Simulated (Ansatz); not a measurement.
Basis-set extrapolation for C$_{6}$H$_{14}$S$_{2}$, SMILES `CCCSSCCC` (PBE0-D4/def2-TZVP geometry, frozen core, the Gaussian-basis code of Ansatz). Multiplicity 1, RHF reference.

```json
{"": "HF", "def2-TZVPP": "-1030.540568", "def2-QZVPP": "-1030.574088"}
{"": "MP2 correlation", "def2-TZVPP": "-1.412375", "def2-QZVPP": "-1.510822"}
{"": "CCSD(T) correlation", "def2-TZVPP": "-1.568990", "def2-QZVPP": "not run"}
```

Energies in hartree. Use E(X) = E(∞) + A·exp(−7.88·√X) for Hartree–Fock and E(X) = E(∞) + B·X^(−2.97) for correlation, with X = 3 and 4, and add CCSD(T) minus MP2 of the smaller set to the MP2 limit.

Question: What is the CCSD(T) energy at the basis-set limit?

Answer: HF limit: -1030.574088 + (-0.033520) × 0.13774 = -1030.57871. MP2 limit: -1.510822 + (-0.098447) × 0.74074 = -1.58375. Higher-order term: -1.568990 − (-1.412375) = -0.15662. Total: -1032.31908 hartree, 550.1 kJ/mol below CCSD(T)/def2-TZVPP.
